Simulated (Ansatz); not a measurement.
PBE exchange is replaced step by step with exact exchange (0 % is PBE, 25 % PBE0; no dispersion term), basis def2-SVP, Ansatz. System: Mg₁₄S₁₄. Charge 0, multiplicity 1. Geometry: PBE-D4/def2-SVP, loosely relaxed.

Geometry of the singlet:

Cartesian coordinates in Å:
```
Mg 0.775 4.676 2.181
S -0.648 5.323 0.488
Mg -0.959 3.063 0.046
S -0.224 1.306 -1.515
Mg -0.008 -0.502 -3.171
S 1.032 -0.963 -5.197
Mg 2.589 -2.149 -3.980
S 1.144 4.770 4.610
Mg 1.093 2.413 4.271
S 1.308 2.083 1.850
Mg 1.296 0.237 0.126
S 2.272 -1.518 -1.404
Mg 2.777 -3.919 -1.466
S 3.590 -4.372 -3.659
Mg -1.235 4.341 5.019
S -1.165 1.657 4.733
Mg -0.776 0.736 2.523
S -0.234 -1.339 1.401
Mg 0.134 -2.684 -0.576
S 0.601 -4.968 -1.246
Mg 1.369 -5.399 -3.799
S -3.464 4.729 4.491
Mg -3.072 2.808 3.260
S -2.707 1.567 1.172
Mg -1.791 -0.216 -0.288
S -1.767 -1.976 -2.033
Mg -1.210 -4.151 -3.032
S -0.719 -5.552 -4.807
```

Single mean-field runs in def2-SVP are fitted with def2-universal-jkfit. The geometry of the charge 0 singlet is only loosely relaxed.

```
exact exchange (%)  HOMO (eV)  LUMO (eV)  gap (eV)
                 0      -5.13      -3.33      1.80
                10      -5.54      -3.10      2.44
                15      -5.75      -2.98      2.77
                25      -6.17      -2.74      3.43
                35      -6.60      -2.50      4.10
                50      -7.25      -2.13      5.12
```

Problem. Fit a straight line to the column «gap (eV)» against the share of exact exchange and predict its value at 5 %.

Solution. With x = exact exchange (%) and y = gap (eV): mean x = 22.5, mean y = 3.277; Σ(x − x̄)(y − ȳ) = 108.8, Σ(x − x̄)² = 1638; slope b = 0.06642, intercept a = ȳ − b·x̄ = 1.783. The residuals of the fitted rows reach 0.02. At x = 5 the line gives 1.783 + (0.06642 × 5) = 2.12; the run gave 2.12, the same within rounding.
